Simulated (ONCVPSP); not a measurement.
**Reading a pseudo-wave (Bi)**

Columns: radius, all-electron u(r) and pseudo u(r) of the 5d shell (level -27.08 eV) of bismuth in the configuration [Kr] 4d10 4f14 5s2 5p6 5d10 6s2 6p3; PBE, scalar-relativistic, ONCV scheme, ONCVPSP 4.0.1.

```csv
r (bohr),all-electron,pseudo
0.085,0.3410,0.0029
0.170,0.0630,0.0222
0.255,-0.4007,0.0704
0.340,-0.5127,0.1535
0.425,-0.3226,0.2699
0.510,-0.0051,0.4101
0.595,0.3191,0.5604
0.680,0.5912,0.7051
0.765,0.7918,0.8299
0.850,0.9227,0.9248
0.935,0.9938,0.9845
1.020,1.0180,1.0090
1.105,1.0078,1.0024
1.190,0.9738,0.9714
1.275,0.9243,0.9235
1.360,0.8657,0.8654
1.445,0.8025,0.8024
1.530,0.7381,0.7380
1.615,0.6746,0.6745
1.700,0.6135,0.6134
1.785,0.5557,0.5556
1.870,0.5018,0.5017
1.955,0.4519,0.4518
2.040,0.4060,0.4060
2.125,0.3642,0.3641
2.210,0.3261,0.3261
```

How many radial nodes do the two functions have?

The all-electron 5d function has n − l − 1 = 2; the pseudo-wave has 0, since the states of the same l below it are removed with the core.

At about which radius was the pseudo-wave matched?

1.60 bohr. The columns agree to 0.0005 from 1.36 bohr on; several derivatives are matched, so the curves merge somewhat inside the radius.

Is the pseudo-wave norm-conserving?

Yes: the ONCV scheme keeps the norm inside the radius equal to the all-electron one, which fixes the energy derivative of the logarithmic derivative at the level.
